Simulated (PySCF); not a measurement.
Parents of the type HO-SiH2-X, proton removed and the species left after one step. Gas-phase values, no solvent. One relaxed conformer stands for each flexible species; it need not be the lowest. The site is fixed along the series; a substituent can offer a better one. Strings in code marks are SMILES. In the def2 sets, heavy atoms carry core potentials. All members: charge -1, multiplicity 1. Level: TPSSh-D3(BJ)/def2-TZVPD // CAM-B3LYP-D3(BJ)/def2-TZVPD (PySCF), beside PBE-D3(BJ)/def2-TZVPD // CAM-B3LYP-D3(BJ)/def2-TZVPD (PySCF) at the same geometries.  Orbital energies are measured against the vacuum level.

```
species                                                             HOMO, PBE (eV)  HOMO, TPSSh-D3(BJ) (eV)
------------------------------------------------------------------  --------------  -----------------------
`N#CC[SiH2][O-]` (C–C–Si–O torsion 180°)                                     -0.71                    -1.32
`[O-][SiH2]S` (O–Si–S–H torsion 180°)                                        -0.56                    -1.16
`O=C(O)[SiH2][O-]` (Si–C–O–H torsion 180°, O–C–Si–O torsion -179°)           -0.47                 withheld
`NC(=O)[SiH2][O-]` (H–N–C–Si torsion 180°, O–C–Si–O torsion 180°)            -0.27                    -0.86
`CC#C[SiH2][O-]`                                                             -0.17                    -0.78
`CN(C)[SiH2][O-]` (C–N–Si–O torsion 35°)                                     -0.15                    -0.74
`[O-][SiH2]O` (O–Si–O–H torsion 180°)                                        -0.02                    -0.61
```

Question: Fit y = a + b·x, y being the HOMO at the first level, to the 6 complete rows by least squares, with x = the PBE value in eV. Give a, b and the rms residual, and predict the withheld value.

Answer: Means of the 6 rows: x̄ = -0.31333, ȳ = -0.91167 eV. Σ(x − x̄)² = 0.35333 and Σ(x − x̄)(y − ȳ) = 0.36087, so b = 1.021 and a = ȳ − b·x̄ = -0.592 eV. The rms residual is 0.007 eV. At x = -0.47 the line gives -1.07 eV. The run for `O=C(O)[SiH2][O-]` (Si–C–O–H torsion 180°, O–C–Si–O torsion -179°) gave -1.09 eV, so the line is off by 0.02 eV, more than twice the rms residual.

Codes: PySCF.
